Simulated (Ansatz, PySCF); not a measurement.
Species: CH$_{5}$FNSi, charge 0, multiplicity 2. It need not be the lowest isomer of its formula. SMILES: [NH][Si@H](C)F
Structure (B3LYP-D3(BJ)/def2-TZVP (Ansatz, a first-principles code) minimum search):
```
Si
F 1 1.6120
N 1 1.7320 2 114.07
H 3 1.0206 1 118.61 2 2.16
H 1 1.4796 2 106.74 3 116.46
C 1 1.8585 5 113.03 2 -119.05
H 6 1.0909 1 110.33 5 -59.02
H 6 1.0912 7 108.37 1 121.71
H 6 1.0917 7 108.69 8 117.55
```
Charge 0, spin multiplicity 2.

Quantity: atomisation energy (electronic, to ground-state atoms), in kJ/mol. Correlated levels leave the core frozen unless marked. UHF or UKS for open shells. Spin-orbit coupling is left out. No relativistic terms. The coupled-cluster limit lacks core correlation, which all-electron functionals hold. CBS(X,Y): correlation extrapolated as X^-3; Hartree-Fock from the larger set. The bracket is a focal-point correction in the basis named.

| level | program | atomisation energy (kJ/mol) | minus last row |
|---|---|---|---|
| HF/STO-3G | Ansatz | 2632.6 | -590.1 |
| r2SCAN/def2-TZVPD | Ansatz | 3221.7 | -1.0 |
| B3LYP-D3(BJ)/def2-TZVPD | Ansatz + dftd3 | 3229.5 | 6.8 |
| PBE0-D3(BJ)/def2-TZVPD | Ansatz + dftd3 | 3206.0 | -16.7 |
| PBE0/def2-TZVPD | Ansatz | 3192.8 | -29.9 |
| BHLYP-D4/def2-TZVPD | Ansatz + dftd4 | 3142.4 | -80.3 |
| TPSSh-D3(BJ)/def2-TZVPD | PySCF + dftd3 | 3241.3 | 18.6 |
| RI-MP2/cc-pV(T+d)Z | Ansatz | 3155.9 | -66.8 |
| CCSD(T)/6-31G* | Ansatz | 2868.6 | -354.1 |
| RI-MP2/CBS(cc-pV(T+d)Z,cc-pV(Q+d)Z)+[CCSD(T)-MP2]/cc-pV(T+d)Z | Ansatz | 3222.7 | 0.0 |
